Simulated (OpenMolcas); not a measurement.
**What dynamic correlation does to the levels of Ti+**

* Program: OpenMolcas
* Basis: ANO-RCC-VQZP [7s6p4d3f2g1h]
* Scalar Hamiltonian: DKH2, point nucleus
* Active space: 3 electrons in 11 orbitals (3d 4s 4d)
* State averaging: 2S+1 = 4 even, 20 roots; 2S+1 = 2 even, 49 roots kept (CI in the orbitals of an earlier block)
* Spin-orbit coupling: RASSI with atomic mean-field integrals over the reference wave functions, term energies averaged over their components

Methods on the same reference wave functions:
A. CASSCF
B. SS-CASPT2, IPEA 0.25 Eh, imaginary shift 0.1 Eh (closed shells correlated: 3s 3p)
C. MS-CASPT2, IPEA 0.25 Eh, imaginary shift 0.1 Eh (closed shells correlated: 3s 3p)

Energies in cm-1 above 3d2 4s 4F 3/2, the measured ground level; measured values from NIST Handbook of Basic Atomic Spectroscopic Data.

```csv
Level,A,B,C,Measured
3d2 4s 4F 3/2,0.0,0.0,0.0,0.0
3d2 4s 4F 5/2,104,104,104,94.1
3d2 4s 4F 7/2,250,251,251,226
3d2 4s 4F 9/2,439,440,440,393
3d3 4F 3/2,2556,1540,1541,908
3d3 4F 5/2,2640,1625,1626,984
3d3 4F 7/2,2757,1741,1742,1087
3d3 4F 9/2,2904,1888,1889,1216
3d2 4s 2F 5/2,5984,4250,4250,4629
3d2 4s 2F 7/2,6275,4540,4540,4898
3d2 4s 2D 3/2,11086,8500,8410,8710
3d2 4s 2D 5/2,11122,8530,8420,8744
3d3 2G 7/2,12120,9230,9220,8998
3d3 2G 9/2,12245,9350,9340,9118
3d2 4s 4P 1/2 [69 %],12296,10110,10190,9873
3d2 4s 4P 3/2 [56 %],12376,10200,10290,9931
3d2 4s 4P 5/2,12471,10280,10340,10025
3d3 4P 5/2,13255,10080,10020,9518
3d3 2H 9/2,16253,12920,12920,12677
3d3 2H 11/2,16371,13030,13030,12775
3d3 2D 3/2,18055,12640,12730,12629
```

Deviations, from unrounded energies. A percentage is the sum of absolute deviations over the sum of measured energies, with the sign that they share, or ± where signs differ.

| Against measurement | Levels | A | B | C |
| --- | --- | --- | --- | --- |
| mean absolute deviation (cm-1) | 20 | 2200 | 310 | 330 |
| fine structure of the ground term (%) | 3 | +11.3 | +11.4 | +11.4 |
| other terms of the ground configuration (%) | 7 | +26.1 | ±3.4 | ±4.1 |
| other configurations (%) | 10 | +41.8 | +5.9 | +5.9 |

B lies closest to measurement on these levels and A furthest from it. The largest miss of B in the table is 3d3 4F 9/2, by +670 cm-1. The ranking rests on the paired levels alone, and a cruder setting can come out closer through cancelling errors.

Between B and C the level of the table that moves most is 3d2 4s 2D 5/2, by 110 cm-1 (lowest in C, highest in B). Moves below CASPT2's spread within the term are not significant.

The mean deviations of B to C differ by less than CASPT2's widest spread within a term (1300 cm-1), so their order carries little weight.

From A to B the spin-free energies of the other terms of 3d2 4s shown, above 4F, scale by factors of 0.71 to 0.82.

The lowest spin-free term lies below A's lowest term by 0.359 hartree in B, 0.359 hartree in C.

Term energies are means over components that CASPT2 splits; among the terms shown or strongly mixed into the levels shown the widest spread is 1300 cm-1 (3d2 4s 2F, C). Terms from blocks run as CI alone lack orbitals of their own. Active for correlation alone: 4d; no level in the range computed is led by a configuration that fills it, so any true level of that kind is missing. Without dynamic correlation excited terms often stand tens of per cent too high (terms of higher spin than the ground term too low), and those without a measured partner can miss by more than the paired ones (holds for A). The CASPT2 spread within a term exceeds the gap to the next term for 3d3 2D and 3d3 2H, so the order of their levels is uncertain (holds for B; C). Some levels mix across a computed gap that differs much from the measured one, so their mixing is not that of the real levels (holds for C). Measured partners are found by configuration, term and J. A level has none where our copy of the source lacks it or the pairing is in doubt (some pairs that miss far off the trend of their configuration count as doubtful), and it then counts in no deviation. Levels of configurations outside the active space are missing. The table leaves out levels that lie high or whose names do not pair safely across all columns.

A share in square brackets marks a mixed level and gives the weight of the term that names it, the lowest over the columns.
